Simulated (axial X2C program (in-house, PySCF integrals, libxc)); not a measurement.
**Ionising YO**

Computed with an in-house all-electron X2C program for linear molecules (integrals from PySCF), spin-free (one-electron X2C) or two-component (2c: spin–orbit coupling with atomic mean-field Coulomb and Gaunt terms, which also bring small scalar terms), in Dyall basis sets with cores contracted in-house; open shells are unrestricted.

Basis sets: O dyall-av3z, Y dyall-cv3z. Frozen shells (counts by l): YO Y 4s3p1d, O 1s, 9 electrons correlated; YO⁺ Y 4s3p1d, O 1s, 8 electrons correlated. Coupled cluster in natural virtuals with an MP2 remainder. Where the outer core of a metal is frozen, bonds come out longer and ionisation energies lower.

| Hamiltonian | level | YO state | Re (Å) | ωe (cm⁻¹) | De (eV) |
| --- | --- | --- | --- | --- | --- |
| spin-free | HF | M_S = 1/2, Λ = 0 | 1.772 | 908.7 | 4.10 |
| spin-free | PBE0 | M_S = 1/2, Λ = 0 | 1.773 | 890.6 | 7.30 |
| 2c | HF | Ω = 1/2 | 1.772 | 908.8 | n/a |
| 2c | PBE0 | Ω = 1/2 | 1.773 | 890.8 | n/a |
| 2c | CCSD(T) | Ω = 1/2 | 1.815 | 834.2 | n/a |

Adiabatic ionisation energy (minimum to minimum, no zero-point term) and constants of YO⁺:

| Hamiltonian | level | YO⁺ state | IE (eV) | Re (Å) | ωe (cm⁻¹) | De (eV) | fragments |
| --- | --- | --- | --- | --- | --- | --- | --- |
| spin-free | HF | M_S = 0, Λ = 0 | 5.77 | 1.714 | 999.1 | n/a | Y+ + O |
| spin-free | PBE0 | M_S = 0, Λ = 0 | 6.10 | 1.726 | 963.3 | n/a | Y+ + O |
| 2c | HF | Ω = 0 | 5.77 | 1.714 | 999.3 | n/a | Y+ + O |
| 2c | PBE0 | Ω = 0 | 6.10 | 1.726 | 963.6 | n/a | Y+ + O |
| 2c | CCSD(T) | Ω = 0 | 5.87 | 1.766 | 895.0 | n/a | Y+ + O |

**Question.** Add the zero-point terms to the ionisation energy at CCSD(T), 2c, and say whether the electron removed was bonding.

**Answer.** IE0 = IE + (ωe⁺ − ωe)/2 = 5.87 + (0.004) = 5.87 eV. Re changes by -0.049 Å, so the bond shortens, as on loss of an antibonding or a polarising non-bonding electron.

Each entry is the lowest single determinant of a limited PBE0 search at one distance. De goes to single-determinant-based atoms at the same level (for ions the charge split of lowest energy) and is withheld (n/a) where an atom does not fit its ground term or J level. Main or longest-lived isotopes. One determinant is a doubtful description, or other states lie close, for YO⁺; these need not be ground states, and all values refer to the states named. The functionals have no current term, which raises determinants with orbital currents.
